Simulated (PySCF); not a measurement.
## Electron correlation in Ge²⁺ (germanium, charge +2)

Starting occupation: [Ar] 3d9 4s2 4p1, 3d3/2 with m_j = -3/2, -1/2, +1/2, +3/2, 3d5/2 with m_j = -3/2, -1/2, +1/2, +3/2, +5/2, 4p3/2 with m_j = +3/2. All numbers are calculated (PySCF 2.14, X2C-1e with screened-nucleus spin-orbit coupling, Gaussian nucleus, in x2c-TZVPall-2c with one added diffuse shell each of s, p, d type (7s8p5d1f, 63 functions)). Frozen: [Ne]; 20 electrons correlated.

MP2 pair energies summed by pair of shells (mhartree):

```
 pair  energy  share (%)
3d-3p  -64.79       25.9
3d-3d  -64.43       25.7
3p-3p  -22.83        9.1
4s-4s  -21.08        8.4
4p-4s  -20.02        8.0
3d-4s  -15.24        6.1
3d-3s  -14.75        5.9
3p-3s  -10.48        4.2
3p-4s   -6.45        2.6
3d-4p   -5.52        2.2
3p-4p   -2.65        1.1
3s-3s   -1.40        0.6
3s-4s   -0.69        0.3
3s-4p   -0.23        0.1
```

Total MP2 correlation energy: -250.55 mhartree.

The GHF reference relaxed away from the jj start to a determinant that is no pure jj level (⟨S²⟩ = 2.00, ⟨J²⟩ = 20.01); the energies belong to that determinant.

This basis was not built for core-valence correlation, so the inner-shell part is incomplete.
